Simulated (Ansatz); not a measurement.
Gas-phase electronic energies from Ansatz, PBE0-D4/def2-TZVP geometries. CCSD(T)/CBS adds triple-zeta CCSD(T) − MP2 to the extrapolated MP2 energy (def2 sets, frozen cores). This one scheme is used for every species. DFT in def2-TZVPP. For Mg outer-core shells are correlated without core-valence functions, which leaves a few kJ/mol of doubt a bond. Each species was taken in one conformer, which may not be the lowest.

Consider the ligand exchange at a Mg–S bond: `[OH][Mg][SH]` + silanol → `[OH][Mg][O][SiH3]` + H₂S.

`[OH][Mg][SH]`:

```xyz
5

O     1.189   -1.292   -0.468
Mg    0.010   -0.006   -0.259
S    -1.573    1.621   -0.011
H     1.983   -1.794   -0.588
H    -1.608    1.471    1.326
```

`O[SiH3]`:

Cartesian coordinates in Å:
```
O -0.489 -0.802 0.872
Si 0.255 0.109 -0.282
H -1.248 -0.425 1.319
H -0.672 0.447 -1.397
H 1.374 -0.715 -0.791
H 0.780 1.385 0.279
```

`[OH][Mg][O][SiH3]`:

Cartesian coordinates in Å:
```
O -0.143 1.566 -2.935
Mg -0.085 0.750 -1.382
O 0.027 -0.110 0.183
Si 0.125 -0.883 1.592
H -0.395 2.112 -3.666
H 0.213 0.075 2.734
H -1.071 -1.747 1.825
H 1.330 -1.762 1.650
```

H₂S:

Z-matrix (Å, degrees):
```
S
H 1 1.341
H 1 1.341 2 92.3
```

**Question.** Is it downhill or uphill in electronic energy at CCSD(T)/CBS, and by how much? (An estimate is asked.)

**Answer.** Computed: Downhill: ΔE = -25.4 kJ/mol.

**Question.** What do these levels give: LDA (SPW92), r2SCAN0-D4, PBE, r2SCANh, r2SCAN0, BHLYP, LC-ωPBE, HF/def2-SVP, MP2/def2-SVP, HF/def2-TZVPP, MP2/def2-QZVPP, HF/CBS(def2)? (Estimate.)

**Answer.** Ansatz gave: LDA (SPW92) -11.9, r2SCAN0-D4 -17.8, PBE -11.3, r2SCANh -18.3, r2SCAN0 -17.4, BHLYP -21.7, LC-ωPBE -20.3, HF/def2-SVP -33.8, MP2/def2-SVP -37.9, HF/def2-TZVPP -21.5, MP2/def2-QZVPP -26.3, HF/CBS(def2) -24.5 kJ/mol.

Largest T1 diagnostic among the species: 0.011.

Leaving LDA and LC-ωPBE aside and taking each functional with its dispersion term where it has one, the values, not all of them listed here, spread over 13.3 kJ/mol, from CAM-B3LYP-D4 to HSE06-D4. At CCSD(T), def2-SVP lies −12.1 kJ/mol from the extrapolated value and def2-TZVPP +1.1 kJ/mol.
